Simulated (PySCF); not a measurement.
LiHg and its ions

PBE; Li cc-pVDZ, Hg cc-pVDZ-PP with ECP60; scalar-relativistic core potentials (PySCF 2.14). Neutral (UKS): doublet (σ ↑), Re = 2.975 Å, ωe = 156 cm⁻¹, De = 0.19 eV, HOMO -3.13 eV, LUMO -2.13 eV.

LiHg⁺ (UKS): singlet (closed shell), Re = 2.702 Å, ωe = 251 cm⁻¹, De = 0.54 eV to Li⁺ + Hg. The energies at the minima are -161.00794 hartree for LiHg and -160.81619 for LiHg⁺.

Question: Work out the adiabatic ionisation energy, without and with harmonic zero-point energies (1 hartree = 27.2114 eV, 1 eV = 8065.5 cm⁻¹), and the change of the bond length.

Answer: At PBE: 0.19175 hartree = 5.218 eV between the minima; the zero-point term (251.0 − 156.0)/2 cm⁻¹ = +0.006 eV makes it 5.224 eV. Re changes by -27.3 pm against the neutral. The electron leaves a σ orbital, and the shorter bond of the ion fits an antibonding orbital, or a change in how ionic the bond is.

Closed-shell solutions of metal pairs were not tested for spin polarisation, which can lower them a little. Weak bonds: LiHg. Basis-set superposition, not corrected here, can be much of De in a small basis, most of all at correlated wavefunction levels. Spin–orbit coupling is left out. For an ion De counts to the pair picked by the measured ionisation energies or electron affinities, which need not be the lowest pair at this level. States were picked by a PBE0 search and need not be the measured ground states.
